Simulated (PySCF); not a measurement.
`C=CC#CC1CCC1`. Computed geometry: GFN2-xTB, gas phase.

```
atom  x, y, z in Å
C1     2.1498   -0.7785    3.2557
C2     1.8487   -1.4342    2.1404
C3     1.2204   -0.8399    1.0269
C4     0.6982   -0.3562    0.0549
C5     0.0217    0.2211   -1.0770
C6    -0.7546    1.5347   -0.8286
C7    -1.9750    0.9292   -1.5364
C8    -1.3064   -0.4520   -1.4963
H9     1.9270    0.2690    3.3727
H10    2.6290   -1.2691    4.0855
H11    2.0773   -2.4883    2.0328
H12    0.7188    0.3071   -1.9147
H13   -0.3285    2.4279   -1.2804
H14   -0.9230    1.7174    0.2308
H15   -2.9219    1.0128   -1.0072
H16   -2.1040    1.3056   -2.5497
H17   -1.2813   -1.0060   -2.4325
H18   -1.7049   -1.0943   -0.7133
```

Q: What is the repulsion energy of the bare nuclei, Σ ZA·ZB/RAB?

A: 318.11 Eh over 153 pairs, with full nuclear charges and distances in bohr; the largest single term is 15.81 Eh (C3 with C4).

Q: Which two atoms are farthest apart?

A: H10···H16, 8.55 Å; the next longest distance is 7.87 Å.

Q: Work out the bond lengths C1–H9, C6–C7, C7–H15, C7–H16, C8–H17 in pm.

A: For C1–H9 the difference vector is (-0.2228, 1.0475, 0.1170) Å, of length 1.0773 Å. C1–H9 107.7; C6–C7 153.5; C7–H15 108.8; C7–H16 108.9; C8–H17 108.8 pm.

Q: Give the dihedral angles C6–C7–C8–H17, H15–C7–C8–C5, C6–C7–C8–C5, H10–C1–C2–C3.

A: C6–C7–C8–H17 -130° (anticlinal); H15–C7–C8–C5 -131° (anticlinal); C6–C7–C8–C5 -12° (synperiplanar); H10–C1–C2–C3 180° (antiperiplanar). Dihedral signs follow IUPAC: positive where, seen along the central bond, the front bond turns clockwise onto the rear one.

Q: Where is the centre of mass (commonest isotopes), and what is the radius of gyration?

A: Mass 106.078 u; centre at (0.197, -0.122, 0.172) Å; Rg = √(Σ m r²/M) = 2.474 Å. As Ia + Ib + Ic = 2 Σ m r², the three principal moments sum to 1298.6 u·Å².

Q: How far apart are these pairs, which share no bond: C6···H17, C7···H18, C8···H11, H9···H18, H11···H16, H11···H18, H13···H16?

A: C6···H17 3.050 Å (3 bonds apart); C7···H18 2.201 Å (2 bonds apart); C8···H11 5.296 Å (5 bonds apart); H9···H18 5.634 Å (7 bonds apart); H11···H16 7.272 Å (7 bonds apart); H11···H18 4.877 Å (6 bonds apart); H13···H16 2.454 Å (3 bonds apart).

Q: What are the angles C1–C2–C3, C5–C6–C7, C6–C7–H16, C5–C8–C7, H17–C8–H18?

A: From the scalar product of the two bond vectors; for C1–C2–C3 it is -1.0414 Å² over 1.3283 × 1.4099 Å², cos θ = -0.5560. C1–C2–C3 123.8°; C5–C6–C7 89.4°; C6–C7–H16 112.8°; C5–C8–C7 89.4°; H17–C8–H18 109.1°.

Q: Write the matrix of distances between heavy atoms (Å, lower triangle).

A: 
```
C1    0.000
C2    1.328  0.000
C3    2.416  1.410  0.000
C4    3.540  2.614  1.205  0.000
C5    4.930  4.053  2.644  1.439  0.000
C6    5.520  4.940  3.603  2.543  1.546  0.000
C7    6.549  5.807  4.462  3.366  2.168  1.535  0.000
C8    5.885  4.914  3.592  2.536  1.547  2.167  1.535  0.000
```

Not checked by GFN2-xTB frequencies. The numbers are those of one conformer.
